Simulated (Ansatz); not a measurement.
Li5H5, 10 atoms. Hardware: 4 threads of Arm Neoverse V2 on a shared host.

Correlated methods freeze no core orbitals; core or outer-core shells of Li are correlated, in sets that lack core-valence functions.

Question: How many basis functions does each of these Ansatz runs have, and roughly what does it cost? PBE-QIDH/def2-TZVP, charge 0 quintet, energy, from earlier orbitals; LDA (SPW92)/def2-TZVP, charge 0 singlet, energy, from earlier orbitals; PBE-D4/def2-SVP, charge 0 singlet, energy, from earlier orbitals; PBE0-D4/def2-TZVP, charge 0 quintet, energy, from earlier orbitals; PBE0-D4/def2-TZVPD, charge 0 singlet, energy, from earlier orbitals; r2SCAN-D4/def2-TZVPD, charge -1 doublet at the geometry of the charge 0 singlet, energy, from earlier orbitals; PBE-D4/def2-TZVP, charge 0 quintet, energy, from earlier orbitals; PBE-D4/def2-TZVP, charge 0 singlet, energy, from earlier orbitals; BLYP-D4/def2-TZVP, charge 0 singlet, energy, from earlier orbitals; MP2/def2-TZVP, charge 0 quintet, energy, from earlier orbitals; LDA (SPW92)/def2-TZVP, charge 0 quintet, energy, from earlier orbitals; PBE0-D4/def2-TZVP, charge 0 singlet, energy and forces, from earlier orbitals.

Answer: Other jobs shared the machine, so times can vary by a factor of up to 3. A dash marks memory too small to be measured apart from the calling script's.

```
                                                                                                           run  functions  fitting or Cholesky vectors  wall time  peak host memory (GiB)
                                                MP2/def2-TZVP, charge 0 quintet, energy, from earlier orbitals        100                         1004     0.35 s                       –
                                        LDA (SPW92)/def2-TZVP, charge 0 singlet, energy, from earlier orbitals        100                          865      0.4 s                       –
                                        LDA (SPW92)/def2-TZVP, charge 0 quintet, energy, from earlier orbitals        100                          865     0.55 s                       –
                                             PBE-D4/def2-TZVP, charge 0 singlet, energy, from earlier orbitals        100                          865     0.55 s                       –
                                            BLYP-D4/def2-TZVP, charge 0 singlet, energy, from earlier orbitals        100                          865     0.65 s                       –
                                              PBE-D4/def2-SVP, charge 0 singlet, energy, from earlier orbitals         70                          970     0.65 s                       –
                                           PBE0-D4/def2-TZVPD, charge 0 singlet, energy, from earlier orbitals        130                         1080      0.9 s                       –
                                 PBE0-D4/def2-TZVP, charge 0 singlet, energy and forces, from earlier orbitals        100                          865     0.95 s                       –
                                             PBE-D4/def2-TZVP, charge 0 quintet, energy, from earlier orbitals        100                          865        1 s                       –
                                           PBE-QIDH/def2-TZVP, charge 0 quintet, energy, from earlier orbitals        100                         1004      1.4 s                       –
                                            PBE0-D4/def2-TZVP, charge 0 quintet, energy, from earlier orbitals        100                          865      1.8 s                       –
r2SCAN-D4/def2-TZVPD, charge -1 doublet at the geometry of the charge 0 singlet, energy, from earlier orbitals        130                         1080        6 s                       –
```
